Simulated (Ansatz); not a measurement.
Start from `FC(F)(F)C[O][Ti]([Cl])([Cl])[Cl]` and change one element to get `FC(F)(F)C[O][Hf]([Cl])([Cl])[Cl]`.

Ansatz, PBE0-D4/def2-TZVP geometries, multiplicity 1. Each molecule was computed in one conformer, which needn't be the lowest.

Elements past krypton have def2 core potentials. Scalar relativity is left out up to krypton.

```
                               property  `FC(F)(F)C[O][Ti]([Cl])([Cl])[Cl]`
      LUMO energy (PBE/def2-TZVPP) / eV                               -4.00
   HOMO–LUMO gap (PBE0/def2-TZVPP) / eV                                6.08
      HOMO energy (PBE/def2-TZVPP) / eV                               -7.91
     HOMO energy (PBE0/def2-TZVPP) / eV                               -9.29
HOMO–LUMO gap (ωB97M-V/def2-TZVPP) / eV                               10.38
  HOMO–LUMO gap (B3LYP/def2-TZVPP) / eV                                5.57
```

(1) Give the same properties after the change, and the shifts. (Best estimate.)

Answers

(1) The calculation gave: 
```csv
property,`FC(F)(F)C[O][Hf]([Cl])([Cl])[Cl]`,shift
LUMO energy (PBE/def2-TZVPP) / eV,-2.36,1.64
HOMO–LUMO gap (PBE0/def2-TZVPP) / eV,7.87,1.79
HOMO energy (PBE/def2-TZVPP) / eV,-7.98,-0.07
HOMO energy (PBE0/def2-TZVPP) / eV,-9.43,-0.14
HOMO–LUMO gap (ωB97M-V/def2-TZVPP) / eV,12.19,1.81
HOMO–LUMO gap (B3LYP/def2-TZVPP) / eV,7.38,1.81
```

With PBE0 the HOMO falls by 0.14 eV and the LUMO rises by 1.65 eV, so the gap widens by about 1.79 eV. PBE moves the HOMO by -0.07 eV and ωB97M-V by -0.17 eV.

Positive LUMOs are unbound, so they and the gaps depend on the basis.

B3LYP here is the variant with VWN-RPA as its local correlation; programs differ in this.
